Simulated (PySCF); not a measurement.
Cl3OSi, SMILES [O][Si](Cl)(Cl)Cl (connectivity only; charge and spin as stated), charge -1, multiplicity 1.

Geometry: B3LYP-D3(BJ)/def2-SVPD. The spin state was assumed, not searched. The isomer is the one that the SMILES or the coordinates give; other isomers of the formula were not compared.

Two levels are set side by side: PBE/def2-SVPD (PySCF) and B3LYP/def2-SVPD (PySCF). Same geometry, gas phase. Differences are taken from unrounded values.

```tsv
quantity	B3LYP
orbital gap (eV)	6.19
highest occupied level (eV)	-3.13
lowest empty level (eV)	3.07
mean polarisability (bohr³)	80.9
```

What does PBE give, and how far is it from B3LYP? (Estimate from the structure and the level; the computed values follow.)


```json
[
 {"quantity": "orbital gap (eV)", "PBE": "4.52", "PBE minus B3LYP": "-1.67"},
 {"quantity": "highest occupied level (eV)", "PBE": "-1.94", "PBE minus B3LYP": "1.19"},
 {"quantity": "lowest empty level (eV)", "PBE": "2.58", "PBE minus B3LYP": "-0.49"},
 {"quantity": "mean polarisability (bohr³)", "PBE": "84.7", "PBE minus B3LYP": "3.8"}
]
```

PBE's occupied levels lie high since its potential decays too fast outside the molecule; exact exchange lowers them and widens the gap. Loosely held outer electrons make PBE densities more polarisable. Differences between two approximate levels are no errors against the true value.

Rough cost on one machine, each run with all the roots and properties that it gave: B3LYP against PBE within a factor of 2.
